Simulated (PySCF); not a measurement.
Job for PySCF: R-HF/STO-3G on CH6ClN (a complex), monomers drawn apart or pushed together.

```python
from pyscf import gto, scf, dft, mp
from pyscf.data.elements import chemcore

mol = gto.M(
    atom='''
    Cl    0.97051337    1.14427676    0.16513436
    H     0.76777779    0.40121633    1.31594875
    C    -1.06643762   -0.05268727    3.68339853
    N     0.19350609   -0.61553596    3.17931622
    H    -1.83440410   -0.17486366    2.92086772
    H    -0.93134871    1.01522321    3.84912997
    H    -1.40964893   -0.51637483    4.61179443
    H     0.10814661   -1.60591496    2.98063122
    H     0.94905197   -0.49748662    3.84477144
    ''',
    basis='sto-3g',
    charge=0, spin=0, verbose=3, max_memory=1800)
mf = scf.RHF(mol)
mf.conv_tol = 1e-8
mf.max_cycle = 100
mf.kernel()
if not mf.converged:
    mf = mf.newton().run(mf.mo_coeff, mf.mo_occ)
```

It printed:

```
converged SCF energy = -549.177270905056
```

The run converged.

Cost: roughly 0.07 core-seconds.
